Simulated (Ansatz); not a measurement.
Consider the ligand exchange at the Si–C bond: `BOC[SiH2]Cl` + CH₃OH → `CO[SiH2]Cl` + `BOC`.

Computed with Ansatz on PBE0-D4/def2-TZVP structures; ΔE is electronic, products minus reactants. CCSD(T)/CBS adds triple-zeta CCSD(T) − MP2 to the extrapolated MP2 energy (def2 sets, frozen cores). This one scheme is used for every species. One conformer a species, not always the lowest.

`BOC[SiH2]Cl`:

Z-matrix (Å, degrees):
```
C
O 1 1.424
Si 1 1.885 2 108.5
H 1 1.094 2 108.4 3 -119.8
H 1 1.096 2 111.0 3 121.8
B 2 1.343 1 122.2 3 -113.0
Cl 3 2.056 1 107.9 2 -179.0
H 3 1.482 1 109.9 2 62.5
H 3 1.480 1 111.0 2 -60.1
H 6 1.202 2 120.1 1 -1.4
H 6 1.195 2 116.6 1 178.7
```

CH₃OH:

```xyz
6

C     0.356    0.009    0.003
O    -0.952    0.274    0.456
H     1.041    0.480    0.709
H     0.548    0.432   -0.991
H     0.579   -1.065   -0.024
H    -1.573   -0.130   -0.153
```

`CO[SiH2]Cl`:

Z-matrix (Å, degrees):
```
C
O 1 1.412
H 1 1.090 2 108.0
H 1 1.094 2 110.9 3 -119.3
H 1 1.096 2 111.5 3 119.3
Si 2 1.626 1 124.4 3 -170.8
Cl 6 2.057 2 111.0 1 -62.5
H 6 1.474 2 106.8 1 179.2
H 6 1.483 2 111.2 1 55.3
```

`BOC`:

```xyz
8

B     0.372   -1.295    0.067
O     0.329   -0.156   -0.636
C    -0.261    1.023   -0.127
H    -0.101   -1.343    1.173
H     0.894   -2.235   -0.458
H    -0.654    0.866    0.881
H     0.492    1.813   -0.108
H    -1.072    1.327   -0.792
```

```json
{"level": "MP2/def2-TZVPP", "ΔE (kJ/mol)": "-123.5"}
{"level": "SCS-MP2/def2-TZVPP", "ΔE (kJ/mol)": "-125.4"}
{"level": "MP2/def2-QZVPP", "ΔE (kJ/mol)": "-123.6"}
{"level": "HF/CBS(def2)", "ΔE (kJ/mol)": "-136.6"}
```

Q: What does CCSD(T)/CBS give? (An estimate is asked.)

A: The calculation gave: -119.5 kJ/mol. The listed levels differ from it by -4.0, -5.9, -4.1, -17.1 kJ/mol.

Largest T1 diagnostic among the species: 0.014.

In def2-TZVPP, CCSD(T) changes the Hartree–Fock value by +15.2 kJ/mol (the triples alone add +1.6 kJ/mol) and MP2 by +11.8 kJ/mol. From PBE to PBE0 (25 % exact exchange), in def2-TZVPP and without D4, ΔE moves by −3.7 kJ/mol.
